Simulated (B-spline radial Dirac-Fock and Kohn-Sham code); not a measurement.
**Dipole and non-dipole photoemission parameters of Os⁵⁺ 5p3/2**

System: osmium as Os⁵⁺, [Xe] 4f14 5d3; threshold 116.0 eV (orbital energy of the model). Calculated with a radial finite-basis atomic code, using Dirac-Hartree-Slater photoionisation with a Latter tail; cross sections with all multipoles, angular parameters from the dipole term and its interference with E2.

Input file task.json (cfg lists n, l and occupation; rrms is the nuclear radius in fm):

```json
{"items": [{
  "Z": 76,
  "q": 5,
  "cfg": [[1, 0, 2], [2, 0, 2], [2, 1, 6], [3, 0, 2], [3, 1, 6], [3, 2, 10], [4, 0, 2], [4, 1, 6], [4, 2, 10], [4, 3, 14], [5, 0, 2], [5, 1, 6], [5, 2, 3]],
  "A": 192,
  "rrms": 5.4126,
  "do": "xps",
  "hv": [68.5, 80, 96.8, 134.0, 150, 154.0, 189.0, 204.0, 239.0, 245.0, 300, 325.0, 450.0, 552.0, 697.0, 800, 957.0, 1000, 1410.0, 1830.0, 2150.0, 2590.0, 2800.0, 2820.0, 4000, 4670.0, 5414.7, 5950.0, 11100.0, 12000]
}]}
```

Run with: `python xray2_run.py task.json out`

For linearly polarised light dσ/dΩ = σ/(4π) [1 + β P₂(cos θ) + (δ + γ cos²θ) sin θ cos φ], with θ from the polarisation vector and φ the angle between the beam and the projection of the electron momentum on the plane normal to the polarisation.

```csv
hν (eV),σ (kb),β,γ,δ
134,286,-0.141,0.290,-0.036
150,240,-0.306,0.168,-0.020
154,230,-0.327,0.138,-0.016
189,179,-0.259,-0.038,0.016
204,165,-0.172,-0.069,0.025
239,139,0.051,-0.078,0.038
245,136,0.087,-0.075,0.039
300,110,0.375,-0.010,0.043
325,102,0.482,0.025,0.043
450,71.2,0.867,0.173,0.033
552,55.4,1.058,0.247,0.025
697,40.9,1.237,0.289,0.015
800,?,?,?,?
957,26.5,1.424,0.268,0.005
1000,24.9,1.445,0.259,0.004
1410,14.8,1.583,0.158,-0.001
1830,9.68,1.656,0.063,-0.001
2150,7.35,1.690,0.011,-0.001
2590,5.27,1.721,-0.031,0.001
2800,4.56,1.731,-0.041,0.002
2820,4.50,1.732,-0.041,0.002
4000,2.29,1.757,-0.008,0.006
4670,1.67,1.759,0.053,0.008
5414.7,1.22,1.756,0.139,0.010
5950,0.996,1.752,0.209,0.012
11100,0.235,1.678,0.926,0.027
12000,0.194,1.663,1.043,0.030
```

Question: Give the values at 800 eV.

Answer: σ = 34.1 kb, β = 1.326, γ = 0.290, δ = 0.010.
